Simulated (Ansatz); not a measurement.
Basis-set extrapolation for `FC[SiH2]CF` (PBE0-D4/def2-TZVP geometry, frozen core, Ansatz). Multiplicity 1, RHF reference.

```
                      def2-TZVPP   def2-QZVPP
                 HF  -567.146665  -567.168156
    MP2 correlation    -0.963662    -1.044235
CCSD(T) correlation    -1.038947      not run
```

Energies in hartree. Use E(X) = E(∞) + A·exp(−7.88·√X) for Hartree–Fock and E(X) = E(∞) + B·X^(−2.97) for correlation, with X = 3 and 4, and add CCSD(T) minus MP2 of the smaller set to the MP2 limit.

Question: What is the CCSD(T) energy at the basis-set limit?

Answer: HF limit: -567.168156 + (-0.021491) × 0.13774 = -567.17112. MP2 limit: -1.044235 + (-0.080573) × 0.74074 = -1.10392. Higher-order term: -1.038947 − (-0.963662) = -0.07529. Total: -568.35033 hartree, 103.4 kcal/mol below CCSD(T)/def2-TZVPP.
